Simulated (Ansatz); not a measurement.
I₂Zn, SMILES `[I][Zn][I]`: the same geometry under several functionals.

```yaml
crystal:
  periodic: [false, false, false]
  atoms:
    - {symbol: I, position_ang: [0.165540, 2.384266, 0.353081]}
    - {symbol: Zn, position_ang: [-0.000103, 0.000017, -0.000051]}
    - {symbol: I, position_ang: [-0.165438, -2.384283, -0.353021]}
basis:
  gaussian: {orbitals: def2-TZVPP}
hamiltonian: {xc: hse06, dispersion: d4}
output: {orbitals: {seedname: orbitals}}
```

```sh
$ ansatz run in.yaml --threads 2 --pin off --events-out ev --progress --plain --max-ram 31744MiB --backend cpu
```

Output, abridged:

```
Functional definition: HSE06
1420 factors; their error is unknown
61 factors; integrals over basis functions are off by at most 8.4e-6 eV
mean field evaluation 1: about -64616.8931 eV, gradient 3.5e1 eV
mean field evaluation 2: about -64612.6969 eV, gradient 7.6e1 eV
mean field evaluation 4: about -64618.4670 eV, gradient 1.5e0 eV
mean field evaluation 8: about -64618.4681 eV, gradient 9.3e-3 eV
mean field evaluation 16: about -64619.0883 eV, gradient 1.6e-4 eV
mean field -64619.08831713 eV, -2374.7076952634 hartree, gradient 3.8e-6 eV, S^2 0.000000; 0 other end points of the search recorded, 0 dependent functions left out
reference -64619.08834923 eV, -2374.7076964430 hartree; 40, 40 occupied and 124, 124 virtual orbitals, 1420 factors
Total energy: -64619.16966254 eV, -2374.7106846518 hartree
```

It took 3 s on 2 threads of an AMD EPYC 7R13 on a shared host, with 0.52 GiB of host memory at the peak.

Changing it to `hamiltonian: {xc: {name: BLYP}, dispersion: d4}` (abridged; 1.5 s):

```
Functional definition: BLYP
mean field evaluation 16: about -64624.4522 eV, gradient 2.5e-5 eV
mean field -64624.45217700 eV, -2374.9048134779 hartree, gradient 2.5e-5 eV, S^2 0.000000
Total energy: -64624.64275850 eV, -2374.9118172189 hartree
```

The same input with `hamiltonian: {xc: {name: wB97M-V}}` and forces (abridged; 9 s):

```
Functional definition: wB97M-V
mean field evaluation 16: about -64621.6660 eV, gradient 2.0e-5 eV
mean field -64621.66601989 eV, -2374.8024240926 hartree, gradient 2.0e-5 eV, S^2 0.000000
Total energy: -64621.66605855 eV, -2374.8024255132 hartree
Atom 0 force    -0.005700    -0.081087    -0.012046 eV/Å
Atom 1 force     0.000142    -0.000021     0.000075 eV/Å
Atom 2 force     0.005558     0.081108     0.011971 eV/Å
Dipole moment:    -0.000066     0.000010    -0.000035 e Å
```

Changing it to `hamiltonian: {xc: {name: B2PLYP}}` (abridged; 4.5 s):

```
Functional definition: B2PLYP
mean field evaluation 16: about -64595.9715 eV, gradient 2.9e-6 eV
mean field -64595.97153960 eV, -2373.8581693583 hartree, gradient 2.1e-6 eV, S^2 0.000000
17 core orbitals not correlated: weight in the atoms' cores, before any rotation towards them, 1.000 or more for the frozen orbitals, at most 0.000 for the correlated occupied ones
second order -46.43270444 eV of doubles, -0.00000000 eV of singles
Total energy: -64608.50850277 eV, -2374.3188942567 hartree
```

Changing it to `hamiltonian: {xc: lda}` (abridged; 0.9 s):

```
Functional definition: SPW92
mean field -64523.94746060 eV, -2371.2113332745 hartree, gradient 1.9e-5 eV, S^2 0.000000
Total energy: -64523.94749082 eV, -2371.2113343852 hartree
```

With the line `hamiltonian: {xc: pbe, dispersion: d4}` and forces (abridged; 1.8 s):

```
Functional definition: PBE
mean field -64617.21329665 eV, -2374.6387895317 hartree, gradient 6.5e-5 eV, S^2 0.000000
Total energy: -64617.30777590 eV, -2374.6422615799 hartree
Atom 0 force     0.006875     0.099881     0.014758 eV/Å
Atom 1 force     0.000114    -0.000017     0.000060 eV/Å
Atom 2 force    -0.006989    -0.099864    -0.014819 eV/Å
Dipole moment:    -0.000050     0.000007    -0.000026 e Å
```

HSE06 is the plane-wave form, built on full-range PBE exchange.
